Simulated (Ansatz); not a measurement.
Relaxation of the cluster Ga4As4⁻ with UKS r2SCAN-D4/def2-SVP.

```sh
$ ansatz run in.yaml --threads 6 --pin off --events-out ev --progress --plain --max-ram 7833MiB
```

```yaml
crystal:
  periodic: [false, false, false]
  atoms:
    - {symbol: Ga, position_ang: [-0.011750, 2.551630, 0.946030]}
    - {symbol: Ga, position_ang: [0.891460, -0.453180, -2.705610]}
    - {symbol: Ga, position_ang: [1.110910, -0.628370, 2.049870]}
    - {symbol: Ga, position_ang: [-1.383430, 0.186470, -0.080230]}
    - {symbol: As, position_ang: [-1.325820, -1.564130, -1.665960]}
    - {symbol: As, position_ang: [-1.264620, 0.733450, 2.271570]}
    - {symbol: As, position_ang: [1.170200, 0.848690, -0.431870]}
    - {symbol: As, position_ang: [0.813050, -1.674560, -0.383810]}
basis:
  gaussian: {orbitals: def2-SVP}
total_charge: -1
magnetization: {spin_polarized: true, initial_magnetization: 1}
hamiltonian: {xc: r2scan, dispersion: d4}
scf: {lower_state_search: "off"}
output: {orbitals: {seedname: orbitals}}
relax: {f_tol: 0.03, max_steps: 70}
```

Hardware: 6 threads of Intel Xeon Platinum 8488C on a shared host. Wall time 80 s, peak host memory 0.86 GiB.

Positions (Å) and forces (eV/Å) at steps 1, 2, 3, 4, 5, 6, 7, 8, 9 of 9:

```xyz
8
step=1 energy=-452827.4418 eV
Ga   -0.012    2.552    0.946   -0.270    0.426    0.404
Ga    0.891   -0.453   -2.706   -0.091    0.217   -0.168
Ga    1.111   -0.628    2.050   -0.584    0.491    0.063
Ga   -1.383    0.186   -0.080    0.416    0.019    0.604
As   -1.326   -1.564   -1.666   -0.069   -0.284   -0.175
As   -1.265    0.733    2.272    0.235   -0.167   -0.304
As    1.170    0.849   -0.432    0.460   -0.278   -0.295
As    0.813   -1.675   -0.384   -0.095   -0.425   -0.128
8
step=2 energy=-452827.6366 eV
Ga    0.010    2.574    0.999   -0.103    0.114    0.018
Ga    0.834   -0.395   -2.743   -0.056    0.195   -0.167
Ga    0.950   -0.522    2.021    0.088   -0.057    0.135
Ga   -1.267    0.111   -0.019    0.166    0.045   -0.001
As   -1.328   -1.621   -1.670   -0.037    0.058    0.106
As   -1.272    0.752    2.285   -0.106   -0.003   -0.134
As    1.252    0.830   -0.448   -0.018   -0.252   -0.071
As    0.820   -1.729   -0.425    0.067   -0.101    0.114
8
step=3 energy=-452827.6752 eV
Ga   -0.012    2.595    0.971   -0.032    0.004    0.017
Ga    0.788   -0.332   -2.770   -0.109    0.072    0.045
Ga    0.937   -0.540    2.067    0.091   -0.058    0.065
Ga   -1.222    0.113   -0.021    0.093   -0.014   -0.062
As   -1.320   -1.626   -1.655    0.017    0.014    0.017
As   -1.275    0.759    2.267   -0.131    0.082   -0.023
As    1.272    0.791   -0.442    0.029   -0.176   -0.061
As    0.833   -1.760   -0.417    0.042    0.076    0.001
8
step=4 energy=-452827.7076 eV
Ga   -0.012    2.597    0.934    0.010   -0.052    0.053
Ga    0.650   -0.213   -2.768   -0.080   -0.045    0.107
Ga    0.913   -0.561    2.138   -0.034   -0.008   -0.015
Ga   -1.141    0.109   -0.049   -0.019   -0.055    0.039
As   -1.303   -1.663   -1.631    0.065    0.011   -0.072
As   -1.317    0.785    2.216   -0.021    0.084   -0.004
As    1.341    0.731   -0.427    0.065   -0.005   -0.094
As    0.870   -1.785   -0.412    0.014    0.071   -0.013
8
step=5 energy=-452827.7141 eV
Ga    0.062    2.556    0.970   -0.009    0.095   -0.026
Ga    0.501   -0.170   -2.786    0.021    0.010    0.054
Ga    0.814   -0.615    2.222   -0.103    0.021   -0.088
Ga   -1.076    0.086   -0.046   -0.007    0.017    0.035
As   -1.245   -1.702   -1.612   -0.128   -0.071   -0.082
As   -1.387    0.836    2.176    0.114   -0.082    0.009
As    1.393    0.749   -0.531    0.027    0.005    0.034
As    0.938   -1.739   -0.393    0.086    0.004    0.063
8
step=6 energy=-452827.7210 eV
Ga    0.035    2.591    0.940   -0.001   -0.032   -0.001
Ga    0.525   -0.173   -2.750    0.024    0.026   -0.038
Ga    0.819   -0.633    2.185   -0.013    0.026   -0.013
Ga   -1.091    0.083   -0.049    0.005    0.016    0.039
As   -1.262   -1.706   -1.620   -0.039    0.018   -0.031
As   -1.347    0.832    2.183    0.009   -0.028    0.002
As    1.391    0.752   -0.489   -0.018   -0.007   -0.047
As    0.930   -1.746   -0.401    0.034   -0.020    0.089
8
step=7 energy=-452827.7217 eV
Ga    0.032    2.585    0.941    0.007    0.000   -0.016
Ga    0.541   -0.173   -2.766   -0.007   -0.011    0.022
Ga    0.826   -0.626    2.179   -0.016    0.013    0.025
Ga   -1.104    0.079   -0.038    0.048    0.015   -0.018
As   -1.256   -1.689   -1.632   -0.045   -0.052   -0.030
As   -1.342    0.825    2.193    0.002   -0.001    0.027
As    1.383    0.747   -0.507   -0.003   -0.005    0.039
As    0.920   -1.748   -0.371    0.014    0.039   -0.050
8
step=8 energy=-452827.7212 eV rejected
Ga    0.034    2.582    0.936   -0.018    0.012    0.008
Ga    0.529   -0.177   -2.757   -0.007    0.000   -0.001
Ga    0.817   -0.628    2.197   -0.002   -0.004    0.016
Ga   -1.073    0.064   -0.036   -0.061    0.058   -0.003
As   -1.274   -1.685   -1.636    0.046   -0.053   -0.033
As   -1.347    0.822    2.182    0.004    0.033    0.064
As    1.388    0.757   -0.510    0.042    0.004   -0.014
As    0.925   -1.735   -0.376   -0.004   -0.051   -0.039
8
step=9 energy=-452827.7231 eV
Ga    0.031    2.584    0.937    0.002    0.000   -0.002
Ga    0.533   -0.173   -2.760   -0.002    0.000    0.005
Ga    0.819   -0.626    2.190    0.001   -0.003    0.004
Ga   -1.089    0.077   -0.039    0.003    0.003   -0.006
As   -1.264   -1.694   -1.633    0.011    0.000    0.004
As   -1.345    0.827    2.192    0.005   -0.005   -0.003
As    1.389    0.750   -0.503   -0.009   -0.003   -0.001
As    0.926   -1.745   -0.384   -0.011    0.009    0.000
```

The structure comes from a short search, and lower isomers may exist.
